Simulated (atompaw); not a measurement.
**How hard is this dysprosium PAW (atompaw) potential?**

dysprosium (Dy), PAW, made with atompaw 4.2.0.5 (LDA (PW92), scalar-relativistic). Core [Kr] 4d10, reference 4f9 5s2 5p6 5d1 6s2 6p0. Waves: 5s (bound): rc 1.90 bohr; 6s (bound): rc 2.35 bohr; 5p (bound): rc 1.90 bohr; 6p (bound, empty): rc 2.50 bohr; 5d (bound): rc 2.45 bohr; 5d channel at 1.2 Ry: rc 2.50 bohr; 4f (bound): rc 0.80 bohr; 4f channel at 0.05 Ry: rc 0.80 bohr. Local part: troulliermartins scheme with l = 4 at -0.5 Ry, radius 2.30 bohr. Core correction: smooth core density matched at 2.25 bohr. Augmentation charge: besselshape compensation charge, radius 2.30 bohr; PAW radius 2.50 bohr; waves and projectors: custom polynom gramschmidtortho.

The pseudo-atom Hamiltonian at the reference potential is diagonalised in spherical Bessel functions j_l(qr) that vanish at 20 bohr, with q² up to the cutoff. All-electron valence levels (Ry): 5s -3.8927, 6s -0.3240, 5p -2.1036, 6p -0.1021, 5d -0.1820, 4f -0.6901.

Problem. How do the lowest levels (Ry) of each channel move with the cutoff, and are there ghosts?

Solution.

```json
{"cutoff (Ry)": "8", "s #1": "-3.8522", "s #2": "-0.3227", "p #1": "-1.6573", "p #2": "-0.0975", "d #1": "-0.1431", "d #2": "0.0537", "f #1": "0.0994", "Σ f·Δε (mRy)": "9899.4"}
{"cutoff (Ry)": "18", "s #1": "-3.8923", "s #2": "-0.3240", "p #1": "-2.1026", "p #2": "-0.1020", "d #1": "-0.1816", "d #2": "0.0512", "f #1": "0.0994", "Σ f·Δε (mRy)": "7105.9"}
{"cutoff (Ry)": "35", "s #1": "-3.8927", "s #2": "-0.3240", "p #1": "-2.1036", "p #2": "-0.1021", "d #1": "-0.1820", "d #2": "0.0512", "f #1": "0.0994", "Σ f·Δε (mRy)": "7099.1"}
{"cutoff (Ry)": "55", "s #1": "-3.8927", "s #2": "-0.3240", "p #1": "-2.1036", "p #2": "-0.1021", "d #1": "-0.1820", "d #2": "0.0512", "f #1": "0.0994", "Σ f·Δε (mRy)": "7098.7"}
{"cutoff (Ry)": "90", "s #1": "-3.8927", "s #2": "-0.3240", "p #1": "-2.1036", "p #2": "-0.1021", "d #1": "-0.1820", "d #2": "0.0512", "f #1": "0.0993", "Σ f·Δε (mRy)": "7098.1"}
{"cutoff (Ry)": "140", "s #1": "-3.8927", "s #2": "-0.3240", "p #1": "-2.1036", "p #2": "-0.1021", "d #1": "-0.1820", "d #2": "0.0512", "f #1": "-0.5674", "Σ f·Δε (mRy)": "1097.9"}
{"cutoff (Ry)": "230", "s #1": "-3.8927", "s #2": "-0.3240", "p #1": "-2.1036", "p #2": "-0.1021", "d #1": "-0.1820", "d #2": "0.0512", "f #1": "-0.6798", "Σ f·Δε (mRy)": "86.1"}
{"cutoff (Ry)": "400", "s #1": "-3.8927", "s #2": "-0.3240", "p #1": "-2.1036", "p #2": "-0.1021", "d #1": "-0.1820", "d #2": "0.0512", "f #1": "-0.6893", "Σ f·Δε (mRy)": "0.0"}
```

Result: no extra level below or beside the all-electron valence levels (s, p, d, f tested); 10 mRy is reached at over 300 Ry and 1 mRy at over 300 Ry.
